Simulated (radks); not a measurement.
Species: Ru5+. Configuration: [Ar] 3d10 4s2 4d(up 2.5, down 2.5) 4p(up 2, down 2) (fractional occupations, a model configuration).

All-electron calculation, scalar-relativistic Kohn-Sham, PBE, spin-polarised, spherical densities, point nucleus. Program: a radial shooting solver on a logarithmic mesh with Libxc functionals.

Energy parts (eV):
total: -123035.873
kinetic: 127242.037
electron-nucleus: -293911.153
Hartree: 47192.461
exchange-correlation: -3559.219

Orbitals (lengths in bohr, moments of r in powers of bohr; <r^-3> diverges for s and p1/2):
| orbital | occ. | eigenvalue (eV) | <1/r> | <r^-3> | <r^4> |
|---|---|---|---|---|---|
| 1s | 2 | -22016.97 | 45.88 | - | 5.908e-06 |
| 2s | 2 | -3231.811 | 10.37 | - | 0.001075 |
| 2p | 6 | -2902.694 | 10.06 | 3001 | 0.0007702 |
| 3s | 2 | -631.9279 | 3.598 | - | 0.05285 |
| 3p | 6 | -523.7053 | 3.426 | 515.9 | 0.05740 |
| 3d | 10 | -349.6064 | 3.199 | 69.59 | 0.05871 |
| 4s | 2 | -147.4320 | 1.387 | - | 1.788 |
| 4p | 4 | -116.0955 | 1.260 | 87.83 | 2.559 |
| 4d | 5 | -69.7877 | 1.017 | 8.554 | 6.035 |

The highest occupied level is 4d at -69.788 eV. Summed over all electrons, <r^2> = 20.47 bohr^2, which gives a Langevin (diamagnetic) susceptibility term of -16.2 x 10^-6 cm^3/mol.
